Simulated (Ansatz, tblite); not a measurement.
Removing and adding an electron: Ge₁₈H₂₄, a nanocrystal cut from hexagonal germanium. Total charge 0; singlet. Geometry: PBE-D4/def2-SVP. Ansatz, gas phase; energy differences of separate SCF runs; the oxidised species was run as a doublet alone; the reduced species was run as a doublet alone.

```xyz
42

Ge    1.398   -3.030    3.426
Ge    0.031   -4.388    1.903
Ge    1.509   -0.722    2.617
Ge    2.480   -0.684    0.368
Ge   -0.793   -3.002    0.060
Ge    1.106   -2.047   -1.159
Ge    2.610    1.618   -0.461
Ge    3.593    1.628   -2.704
Ge    0.310   -0.664   -3.018
Ge    2.223    0.274   -4.225
Ge   -0.753    0.210    2.479
Ge   -2.128   -1.152    0.952
Ge   -0.667    2.525    1.680
Ge    0.333    2.516   -0.556
Ge   -2.971    0.244   -0.876
Ge   -1.042    1.153   -2.083
Ge   -2.936    3.439    1.559
Ge   -4.306    2.081    0.041
H     2.832   -3.628    3.518
H     0.779   -3.061    4.854
H     0.883   -5.563    1.339
H    -1.169   -5.003    2.680
H     2.375    0.160    3.571
H     3.915   -1.297    0.416
H    -1.667   -3.845   -0.922
H     1.994   -3.203   -1.719
H     3.464    2.476    0.524
H     5.040    1.055   -2.649
H     3.682    3.088   -3.235
H    -0.575   -1.532   -3.968
H     3.084   -0.876   -4.826
H     1.721    1.156   -5.406
H    -1.412    0.177    3.895
H    -3.334   -1.728    1.760
H     0.223    3.372    2.642
H     0.377    3.976   -1.107
H    -3.823   -0.632   -1.846
H    -1.544    2.071   -3.242
H    -3.578    3.452    2.977
H    -2.886    4.909    1.048
H    -5.532    1.508    0.810
H    -4.847    2.970   -1.117
```

The xTB rows come from tblite. Single mean-field runs in def2-TZVP are fitted with def2-universal-jkfit.

```json
{"level": "GFN1-xTB", "−HOMO (eV)": "11.73", "vertical IE (eV)": "12.92", "−LUMO (eV)": "8.88", "vertical EA (eV)": "7.53", "HOMO–LUMO gap (eV)": "2.85", "IE − EA (eV)": "5.38", "remarks": "–"}
{"level": "GFN2-xTB", "−HOMO (eV)": "10.02", "vertical IE (eV)": "11.40", "−LUMO (eV)": "6.28", "vertical EA (eV)": "4.85", "HOMO–LUMO gap (eV)": "3.74", "IE − EA (eV)": "6.55", "remarks": "–"}
{"level": "B97M-V/def2-TZVP", "−HOMO (eV)": "6.27", "vertical IE (eV)": "–", "−LUMO (eV)": "2.14", "vertical EA (eV)": "0.77", "HOMO–LUMO gap (eV)": "4.12", "IE − EA (eV)": "–", "remarks": "HOMO above zero (-1 doublet)"}
```

**Question.** Estimate the rows for PBE-D4/def2-TZVP, PBE0-D4/def2-TZVP.

**Answer.** 
| level | −HOMO (eV) | vertical IE (eV) | −LUMO (eV) | vertical EA (eV) | HOMO–LUMO gap (eV) | IE − EA (eV) | remarks |
| --- | --- | --- | --- | --- | --- | --- | --- |
| PBE-D4/def2-TZVP | 5.88 | – | 2.20 | 0.92 | 3.69 | – | HOMO above zero (-1 doublet) |
| PBE0-D4/def2-TZVP | 6.76 | 7.82 | 1.51 | 0.66 | 5.26 | 7.16 | HOMO above zero (-1 doublet) |

Run but left out: PBE-D4/def2-TZVP, B97M-V/def2-TZVP (charge +1 doublet: an occupied level 0.04 to 0.07 eV above an empty one).   A HOMO above zero means that the electron is unbound at that level or that self-interaction error raises the level; the energy of removing that electron tells which. Raw xTB energy differences between charge states are shifted by several eV; the methods need an empirical correction for them. Sets without diffuse functions give affinities that are too small.
